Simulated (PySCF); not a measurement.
C₂H₇OSi, SMILES C[SiH](C)[O], multiplicity 2.

The structure is a stationary point at B3LYP-D3(BJ)/def2-SVP. The isomer is the one that the SMILES or the coordinates give; other isomers of the formula were not compared.

The numbers are results of B3LYP-D3(BJ)/def2-SVP (PySCF), not measurements.

Frequencies are harmonic and unscaled.

### Question
Give all harmonic wavenumbers and intensities. (The exact figures need the calculation; the answer reports its results.)

### Answer

| mode | ν (cm⁻¹) | IR (km/mol) | moving atoms (share of kinetic energy) |
|---|---|---|---|
| 1 | 139 | 0.0 | H 98 % |
| 2 | 156 | 0.3 | H 94 % |
| 3 | 183 | 2.7 | O 31 %, C 31 %, H 25 %, Si 14 % |
| 4 | 201 | 3.7 | C 35 %, O 27 %, H 26 %, Si 12 % |
| 5 | 260 | 7.6 | Si 35 %, H 26 %, O 24 %, C 15 % |
| 6 | 614 | 10.9 | H 93 % |
| 7 | 624 | 2.0 | C 46 %, H 42 % |
| 8 | 659 | 7.8 | H 64 %, C 22 %, Si 13 % |
| 9 | 691 | 3.4 | H 73 %, C 17 % |
| 10 | 705 | 15.6 | C 39 %, Si 32 %, H 21 %, O 9 % |
| 11 | 814 | 33.4 | O 42 %, H 34 %, Si 17 % |
| 12 | 849 | 38.2 | H 65 %, C 21 %, Si 11 % |
| 13 | 882 | 68.6 | H 76 %, C 13 %, Si 10 % |
| 14 | 930 | 127.2 | H 68 %, Si 18 %, C 11 % |
| 15 | 1240 | 8.2 | H 80 %, C 20 % |
| 16 | 1261 | 5.0 | H 79 %, C 21 % |
| 17 | 1416 | 0.6 | H 95 % |
| 18 | 1427 | 4.1 | H 95 % |
| 19 | 1430 | 0.9 | H 96 % |
| 20 | 1442 | 7.1 | H 96 % |
| 21 | 2199 | 142.2 | H 97 % |
| 22 | 3028 | 4.1 | H 97 % |
| 23 | 3033 | 3.2 | H 97 % |
| 24 | 3118 | 4.8 | H 91 %, C 9 % |
| 25 | 3128 | 1.8 | H 91 %, C 9 % |
| 26 | 3131 | 5.3 | H 91 %, C 9 % |
| 27 | 3150 | 2.6 | H 90 %, C 10 % |
